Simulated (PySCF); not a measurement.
AlH₂, SMILES [AlH2-] (connectivity only; charge and spin as stated), charge -1, multiplicity 1.

The structure is a stationary point at B3LYP-D3(BJ)/def2-TZVPD.

The numbers are results of PBE/def2-TZVPD (PySCF), not measurements.

Symmetry labels are those of the subgroup C2v that the program uses (full group C2v).

Q: List the valence orbital energies around the gap with their symmetry. (Estimate from the structure and the level; the computed values follow.)

A: 
```
orbital  symmetry  energy (eV)
-------  --------  -----------
HOMO−7         A1     -1500.49
HOMO−6         A1      -100.65
HOMO−5         B1       -62.76
HOMO−4         B2       -62.56
HOMO−3         A1       -62.51
HOMO−2         A1        -3.63
HOMO−1         B2        -0.80
HOMO           A1         1.34
LUMO           B1         2.77
LUMO+1         A1         3.75
LUMO+2         B2         4.65
LUMO+3         A1         5.11
```
